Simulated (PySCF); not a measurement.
## Excitation energy of Si by level of theory

Si [Ne] 3s2 3p2 (3P) → Si [Ne] 3s1 3p2 4s1 (5P), as a difference of total energies. Calculation: PySCF 2.14, in dyall-acv3z (19s12p6d4f, 113 functions); no relativity, point nucleus. Correlated levels: valence: [Ne] frozen; valence and next inner shell: 1s2 frozen; virtual orbitals above 40 to 60 times the deepest correlated orbital energy dropped. The calculations carry no spin-orbit coupling.

```json
{"method": "UHF", "excitation energy (eV)": "8.464"}
{"method": "LDA", "excitation energy (eV)": "10.063"}
{"method": "PBE", "excitation energy (eV)": "9.979"}
{"method": "PBE0", "excitation energy (eV)": "9.907"}
{"method": "r2SCAN", "excitation energy (eV)": "9.688"}
{"method": "wB97X-V", "excitation energy (eV)": "10.174"}
{"method": "revPBE", "excitation energy (eV)": "9.921"}
{"method": "BHandHLYP", "excitation energy (eV)": "10.213"}
{"method": "MP2 (valence)", "excitation energy (eV)": "9.615"}
{"method": "SCS-MP2 (valence)", "excitation energy (eV)": "9.978"}
{"method": "MP2 (valence and next inner shell)", "excitation energy (eV)": "9.793"}
{"method": "SCS-MP2 (valence and next inner shell)", "excitation energy (eV)": "10.113"}
```

Problem. How much does correlation contribute at MP2 (valence and next inner shell)?

Solution. 9.793 − (8.464) = 1.329 eV, measured against UHF.

The upper state lies above the first ionisation limit, but in LS coupling its spin forbids autoionisation to the ground ion. A Rydberg-like electron needs more diffuse functions than a valence basis has.

The promoted electron is Rydberg-like, and one or two diffuse shells describe it only roughly, which tends to raise the upper state.
